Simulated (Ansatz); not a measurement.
Ansatz (an electronic-structure program) input file for C₃F₅O, SMILES O=C([C](F)F)C(F)(F)F, multiplicity 2, ωB97X-V/def2-SVPD. Geometry optimised at PBE-D3(BJ)/def2-SVP. The isomer is the one that the SMILES or the coordinates give; other isomers of the formula were not compared. The values are those of a single conformer.

Ansatz 0.2 input:
```yaml
crystal:
  periodic: [false, false, false]
  atoms:
    - {symbol: O, position_ang: [1.92155291, -0.27446020, -0.00000000]}
    - {symbol: C, position_ang: [0.68573807, -0.22404836, -0.00000000]}
    - {symbol: C, position_ang: [-0.12640083, -1.40599798, -0.00000000]}
    - {symbol: F, position_ang: [0.39273149, -2.60310928, -0.00000000]}
    - {symbol: F, position_ang: [-1.43859440, -1.40423753, -0.00000000]}
    - {symbol: C, position_ang: [-0.08462880, 1.12495346, 0.00000000]}
    - {symbol: F, position_ang: [0.77663354, 2.14297110, 0.00000000]}
    - {symbol: F, position_ang: [-0.87764498, 1.22253446, 1.09288299]}
    - {symbol: F, position_ang: [-0.87764498, 1.22253446, -1.09288299]}
basis:
  gaussian:
    orbitals: def2-SVPD
hamiltonian:
  xc: {name: wB97X-V}
magnetization: {spin_polarized: true, initial_magnetization: 1}
```

It prints:

```
WARN ansatz: RAYON_NUM_THREADS=2 ignored (pool sized by the plan → 2); use --threads N
Functional definition: wB97X-V
integrals: 0.21 GiB planned
1617 factors; their error is unknown
integrals: 0.24 GiB planned
561 factors; integrals over basis functions are off by at most 2.0e-5 eV
mean field: 3.02 GiB planned
mean field evaluation 1: about -18711.9900 eV, gradient 5.0e1 eV
mean field evaluation 2: about -18703.0177 eV, gradient 7.4e1 eV
mean field evaluation 4: about -18721.1965 eV, gradient 4.2e0 eV
mean field evaluation 8: about -18721.3088 eV, gradient 2.7e-1 eV
mean field evaluation 16: about -18721.3169 eV, gradient 5.6e-3 eV
mean field -18721.31691470 eV, -687.9957068508 hartree, gradient 6.8e-5 eV, S^2 0.770781; 0 other end points of the search recorded, 0 dependent functions left out
reference -18721.31691203 eV, -687.9957067526 hartree; 36, 35 occupied and 162, 163 virtual orbitals, 1617 factors
Total energy: -18721.31691203 eV, -687.9957067526 hartree
```

Self-consistency was reached.
